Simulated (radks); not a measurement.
Isoelectronic series with 2 electrons, all held in the configuration [He], which need not be the ground one along the series. All-electron calculation, scalar-relativistic Kohn-Sham, r2SCAN, spin-polarised, spherical densities, finite nucleus; meta-GGA in the generalised Kohn-Sham scheme; Fermi nuclear charge, rms radius of each element as measured or else 0.836 A^(1/3) + 0.57 fm. Program: a radial shooting solver on a logarithmic mesh with Libxc functionals. Total energies (hartree) and mean radii <r> (bohr) (* marks an orbital that is empty in some or all of the ions):

[
 {"ion": "Eu61+", "E (hartree)": "-4161.4032", "2p*": "0.07753", "2s*": "0.08968", "1s": "0.02219"},
 {"ion": "Gd62+", "E (hartree)": "-4303.8506", "2p*": "0.07619", "2s*": "0.08802", "1s": "0.02178"},
 {"ion": "Tb63+", "E (hartree)": "-4449.2142", "2p*": "0.07490", "2s*": "0.08641", "1s": "0.02138"},
 {"ion": "Dy64+", "E (hartree)": "-4597.4209", "2p*": "0.07364", "2s*": "0.08484", "1s": "0.02100"},
 {"ion": "Ho65+", "E (hartree)": "-4748.6347", "2p*": "0.07242", "2s*": "0.08332", "1s": "0.02062"},
 {"ion": "Er66+", "E (hartree)": "-4902.8200", "2p*": "0.07124", "2s*": "0.08183", "1s": "0.02026"},
 {"ion": "Tm67+", "E (hartree)": "-5060.0706", "2p*": "0.07008", "2s*": "0.08039", "1s": "0.01990"},
 {"ion": "Yb68+", "E (hartree)": "-5220.3541", "2p*": "0.06897", "2s*": "0.07898", "1s": "0.01955"},
 {"ion": "Lu69+", "E (hartree)": "-5383.7694", "2p*": "0.06788", "2s*": "0.07761", "1s": "0.01922"},
 {"ion": "Hf70+", "E (hartree)": "-5550.3975", "2p*": "0.06682", "2s*": "0.07628", "1s": "0.01889"}
]
